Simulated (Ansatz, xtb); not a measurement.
C6H5F3: 4 structures ranked

4 gas-phase structures of C6H5F3, from a drawn sample of its isomers (lower ones may exist). Each was relaxed with GFN2-xTB:

A. `FC1=C[C@@]2(F)[C@H](F)[C@H]2C1`, a singlet
B. `C=C(C#CC)C(F)(F)F`, a singlet
C. `C#C/C=C(\C)C(F)(F)F`, a singlet
D. `FC(F)(F)C1=CC=CC1`, a singlet

Task: Which do you expect lowest at r2SCAN-D4/def2-SVP, and how would the others follow?

Result: Calculated order at r2SCAN-D4/def2-SVP: D (0.0), B (34.7), C (35.4), A (37.1) kcal/mol. Less than 1 kcal/mol parts B and C, so the order within that pair means little.

Energies above the lowest of each column, in kcal/mol; the last columns are at PBE-D3(BJ)/def2-SVP geometries and were run for some of them only (a dash: not run or not comparable):

```json
{"structure": "D", "GFN2-xTB": "0.0", "HF/STO-3G": "0.0", "r2SCAN-D4/def2-SVP": "0.0", "PBE-D3(BJ)/def2-SVP": "0.0", "CCSD(T)/def2-SVP + ΔMP2/def2-TZVPP": "0.0"}
{"structure": "B", "GFN2-xTB": "32.8", "HF/STO-3G": "39.3", "r2SCAN-D4/def2-SVP": "34.7", "PBE-D3(BJ)/def2-SVP": "34.5", "CCSD(T)/def2-SVP + ΔMP2/def2-TZVPP": "30.7"}
{"structure": "C", "GFN2-xTB": "34.5", "HF/STO-3G": "42.2", "r2SCAN-D4/def2-SVP": "35.4", "PBE-D3(BJ)/def2-SVP": "35.3", "CCSD(T)/def2-SVP + ΔMP2/def2-TZVPP": "30.8"}
{"structure": "A", "GFN2-xTB": "13.8", "HF/STO-3G": "12.1", "r2SCAN-D4/def2-SVP": "37.1", "PBE-D3(BJ)/def2-SVP": "–", "CCSD(T)/def2-SVP + ΔMP2/def2-TZVPP": "–"}
```

Every level run on D puts it lowest or level with the lowest. Flexible structures stand in one conformer each, not always the lowest. Frequencies (GFN2-xTB) were run for B, C, D alone. ΔMP2 is the change of the MP2 energy from the smaller to the larger basis.

Over these structures GFN2-xTB departs from r2SCAN-D4/def2-SVP by 8.4 kcal/mol on average once a common shift is removed. A GFN2-xTB relaxation took about 0.068 s and the r2SCAN-D4/def2-SVP energy about 2 s on a shared host (Ansatz 0.2.0, xtb 6.7.1).
